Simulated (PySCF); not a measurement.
C₃H₉MgN, SMILES [NH2][Mg][CH](C)C. Atoms are numbered in the order given.

```xyz
14

Mg     0.0515     0.7964     0.6751
C     -0.2794    -0.4683    -1.0002
C     -1.2285    -1.6327    -0.6772
C      1.0312    -0.9877    -1.6112
H     -0.7752     0.1649    -1.7617
H     -1.4171    -2.2690    -1.5662
H     -0.8144    -2.3025     0.0982
H     -2.2139    -1.2905    -0.3159
H      1.7023    -0.1729    -1.9340
H      0.8470    -1.6225    -2.5022
H      1.6008    -1.6131    -0.9001
N      0.3468     1.9286     2.1723
H      1.1380     2.5537     2.3162
H     -0.2529     2.0267     2.9897
```

The structure is a stationary point at B3LYP-D3(BJ)/def2-SVP. The structure was generated by enumeration; whether it is a known compound was not checked. The values are those of a single conformer.

Level of theory: B3LYP-D3(BJ)/def2-SVP run with PySCF.

Frequencies are harmonic and unscaled.

A small imaginary wavenumber (i) marks a very flat motion, where grid noise or a shallow saddle decides the sign.

Q: List the normal modes with their intensities. (Estimate from the structure and the level; the computed values follow.)

A: 
```csv
mode,ν (cm⁻¹),IR (km/mol),Raman (Å⁴/amu),depolarisation,moving atoms (share of kinetic energy)
1,24i,0.0,5.3,0.75,H 98 %
2,73,2.8,0.3,0.75,"C 32 %, H 27 %, N 24 %, Mg 17 %"
3,95,7.9,0.9,0.75,"Mg 38 %, N 26 %, H 23 %, C 13 %"
4,205,23.2,0.0,–,"Mg 42 %, C 37 %, H 20 %"
5,230,24.2,2.7,0.31,"H 39 %, Mg 30 %, C 22 %, N 9 %"
6,254,0.0,0.1,0.75,H 97 %
7,270,1.5,4.2,0.17,"H 70 %, C 15 %"
8,328,128.7,10.5,0.73,"H 80 %, N 17 %"
9,364,1.0,0.4,0.60,"C 54 %, H 42 %"
10,451,4.0,41.0,0.12,"C 53 %, H 29 %, N 15 %"
11,506,67.6,7.1,0.75,"H 79 %, N 15 %"
12,727,77.8,3.2,0.39,"Mg 50 %, N 39 %"
13,882,8.9,14.8,0.67,"C 66 %, H 33 %"
14,912,1.8,0.1,0.75,"H 87 %, C 13 %"
15,950,15.9,12.0,0.43,H 92 %
16,983,1.0,0.7,0.75,"H 73 %, C 27 %"
17,1086,8.1,3.0,0.75,"C 70 %, H 30 %"
18,1160,3.8,45.8,0.19,"C 53 %, H 47 %"
19,1193,7.5,69.3,0.15,"H 64 %, C 36 %"
20,1325,1.6,4.8,0.75,"H 77 %, C 23 %"
21,1384,0.0,12.6,0.75,"H 81 %, C 19 %"
22,1400,7.4,3.5,0.73,"H 81 %, C 19 %"
23,1454,0.5,36.4,0.75,H 97 %
24,1469,4.1,0.8,0.52,H 96 %
25,1476,5.6,3.4,0.75,H 96 %
26,1482,4.6,34.0,0.74,H 96 %
27,1530,10.6,4.9,0.61,"H 91 %, N 9 %"
28,2965,110.3,346.4,0.13,H 96 %
29,2965,45.6,53.5,0.48,H 96 %
30,2988,18.6,132.6,0.37,H 93 %
31,3036,32.0,67.8,0.75,"H 92 %, C 8 %"
32,3036,40.8,93.6,0.75,"H 92 %, C 8 %"
33,3070,24.3,43.7,0.75,"H 91 %, C 9 %"
34,3071,49.4,76.8,0.69,"H 91 %, C 9 %"
35,3535,0.7,263.5,0.12,H 95 %
36,3608,5.9,123.8,0.75,"H 92 %, N 8 %"
```
